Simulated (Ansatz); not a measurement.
Consider the ligand exchange at a Zr–O bond: `C[O][Zr]([NH2])([O]C)[O]C` + HCl → `C[O][Zr]([NH2])([Cl])[O]C` + CH₃OH.

Gas-phase electronic energies from Ansatz, PBE0-D4/def2-TZVP geometries. CCSD(T)/CBS adds triple-zeta CCSD(T) − MP2 to the extrapolated MP2 energy (def2 sets, frozen cores). This one scheme is used for every species. DFT in def2-TZVPP. B3LYP here is the variant with VWN-RPA as its local correlation; programs differ in this. Elements past krypton have def2 core potentials. For Zr outer-core shells are correlated without core-valence functions, which leaves a few kJ/mol of doubt a bond. One conformer a species, not always the lowest.

`C[O][Zr]([NH2])([O]C)[O]C`:

```xyz
19

C    -3.101   -0.018   -0.789
O    -1.881   -0.001   -0.131
Zr   -0.051    0.014    0.471
N    -0.079    0.386    2.489
O     0.898    1.411   -0.466
C     1.612    2.528   -0.865
O     0.887   -1.650    0.211
C     1.555   -2.788   -0.213
H    -3.299   -1.005   -1.223
H    -3.121    0.722   -1.598
H    -3.915    0.216   -0.094
H     0.612    0.074    3.156
H    -0.790    0.906    2.983
H     1.023    3.140   -1.558
H     1.882    3.154   -0.005
H     2.538    2.236   -1.376
H     0.881   -3.457   -0.760
H     1.957   -3.339    0.644
H     2.390   -2.529   -0.875
```

HCl:

Z-matrix (Å, degrees):
```
Cl
H 1 1.279
```

`C[O][Zr]([NH2])([Cl])[O]C`:

```xyz
15

C     2.500   -0.614   -1.315
O     1.574   -0.147   -0.389
Zr    0.170    0.574    0.680
N     0.186   -0.427    2.447
Cl    0.597    2.905    1.020
O    -1.577    0.384   -0.061
C    -2.776    0.272   -0.756
H     3.214    0.175   -1.571
H     2.001   -0.942   -2.233
H     3.055   -1.463   -0.902
H    -0.615   -0.583    3.043
H     0.995   -0.860    2.871
H    -3.299    1.234   -0.767
H    -3.425   -0.469   -0.278
H    -2.599   -0.039   -1.790
```

CH₃OH:

```xyz
6

C     0.070    0.348    0.032
O     0.290   -0.990   -0.353
H     0.930    0.924   -0.311
H    -0.005    0.463    1.120
H    -0.830    0.773   -0.429
H    -0.455   -1.518   -0.059
```

(1) Is it downhill or uphill in electronic energy at CCSD(T)/CBS, and by how much? (An estimate is asked.)

(2) What do these levels give: LDA (SPW92), PBE-D4, BLYP-D4, r2SCAN-D4, B3LYP-D4, BHLYP-D4, PBE, r2SCANh, CCSD(T)/def2-SVP, SCS-MP2/def2-TZVPP, CCSD(T)/def2-TZVPP, MP2/CBS(def2)? (Best estimate.)

Largest T1 diagnostic among the species: 0.016.

## Answers

(1) Ansatz gave: Downhill: ΔE = -46.5 kJ/mol.

(2) Ansatz gave: LDA (SPW92) -40.4, PBE-D4 -45.7, BLYP-D4 -40.0, r2SCAN-D4 -49.0, B3LYP-D4 -44.1, BHLYP-D4 -48.6, PBE -47.1, r2SCANh -51.1, CCSD(T)/def2-SVP -31.5, SCS-MP2/def2-TZVPP -44.3, CCSD(T)/def2-TZVPP -43.4, MP2/CBS(def2) -49.1 kJ/mol.

In def2-TZVPP, CCSD(T) changes the Hartree–Fock value by +12.0 kJ/mol (the triples alone add +0.2 kJ/mol) and MP2 by +9.4 kJ/mol. From BLYP to BHLYP (50 % exact exchange), in def2-TZVPP and without D4, ΔE moves by −6.9 kJ/mol.
